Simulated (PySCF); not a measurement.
Species: CH3Cl2Si, charge 0, multiplicity 2. It need not be the lowest isomer of its formula. 
Structure (B3LYP-D3(BJ)/def2-TZVP (Ansatz) minimum search):
```xyz
7

Si    -0.1118     0.5614    -0.1945
Cl     0.4691    -0.9445    -1.4955
Cl     0.7343     0.2027     1.6639
C     -1.9767     0.5318    -0.0272
H     -2.4430     0.7001    -0.9982
H     -2.3031     1.3053     0.6685
H     -2.2868    -0.4443     0.3533
```
Charge 0, spin multiplicity 2.

Dispersion corrections to the total energy (kcal/mol) from the dftd3 and dftd4 libraries through PySCF: D3(BJ) without and D4 with the three-body term, each with the damping fitted for the functional named.

| functional | D3(BJ) | D4 |
|---|---|---|
| LC-wPBE | ___ | -5.14 |
| PW6B95 | -2.83 | -3.91 |
| B3LYP | -8.55 | ___ |
| CAM-B3LYP | -4.07 | -3.98 |
| PBE | -4.51 | -4.54 |
| HSE06 | ___ | -3.63 |
| TPSSh | -5.53 | -5.53 |

Task: What belongs in the gaps?

Result: 
- LC-wPBE, D3(BJ): -4.73
- B3LYP, D4: -7.45
- HSE06, D3(BJ): -3.42
